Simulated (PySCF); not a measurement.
**`InChI=1S/C3H7ClO2Si2/c4-7-1-3(5)2-8(7)6/h6-8H,1-2H2/t7-,8+/m0/s1`**

Geometry (Å), atoms numbered from 1 in this order:
```xyz
15

O    -0.4284   -0.8810    2.2225
C    -0.4805   -0.8637    1.0143
C    -1.6099   -0.2309    0.2463
Si   -0.8356    1.2246   -0.7602
Cl   -1.0513    2.9540    0.2724
Si    1.2803    0.2567   -0.7754
O     2.4499    1.0198    0.0479
C     0.6442   -1.3226    0.1348
H    -2.4004    0.0716    0.9316
H    -2.0226   -0.9578   -0.4514
H    -1.6039    1.3947   -1.9975
H     1.9957   -0.0748   -2.0005
H     2.3813    1.2657    0.9677
H     1.4084   -1.8208    0.7289
H     0.2682   -2.0275   -0.6033
```

Method: GIAO B97-2/pcSseg-1 magnetisability, rotational g tensor and spin-rotation constants, non-relativistic, gas phase in PySCF 2.14.0. Geometry: GFN2-xTB.

Problem. Give the nuclear spin-rotation constants along the inertial axes (H = +C I·J) beside the isotropic shieldings.

Solution. Rotational constants 1.4415, 1.0334, 0.7830 GHz. A star marks the isotopologue with that one atom substituted, in its own axes.
```tsv
atom	isotope	Caa (kHz)	Cbb (kHz)	Ccc (kHz)	mean (kHz)	σ (ppm)
Cl5	35Cl	0.127	0.044	0.086	0.086	1009.2
H9	1H	-0.106	-0.008	-0.085	-0.066	29.6
H10	1H	-0.162	-0.106	0.013	-0.085	29.7
H11	1H	-0.076	-0.095	0.014	-0.053	26.4
H12	1H	-0.102	-0.011	-0.036	-0.050	26.6
H13	1H	-0.193	-0.117	0.001	-0.103	30.3
H14	1H	0.001	-0.116	-0.061	-0.059	29.6
H15	1H	-0.143	-0.118	0.011	-0.084	29.9
O1	17O*	-0.665	-0.490	-0.663	-0.606	-329.7
C2	13C*	0.644	0.405	0.354	0.468	-22.2
C3	13C*	0.216	0.195	0.149	0.187	146.1
Si4	29Si*	-0.923	-0.618	-0.488	-0.676	360.1
Si6	29Si*	-0.915	-0.672	-0.436	-0.674	365.0
O7	17O*	-0.072	-0.059	-0.070	-0.067	316.3
C8	13C*	0.249	0.176	0.149	0.191	145.3
```
For the geometry as given, no vibrational averaging.

Problem. How do the rotational constants and the g tensor change when H9, H10, H11, H12, H13, H14, H15 are replaced by deuterium?

Solution. Constants 1.3156, 0.9641, 0.7382 GHz; g -0.0246, -0.0175, -0.0171, against -0.0268, -0.0188, -0.0180 before.
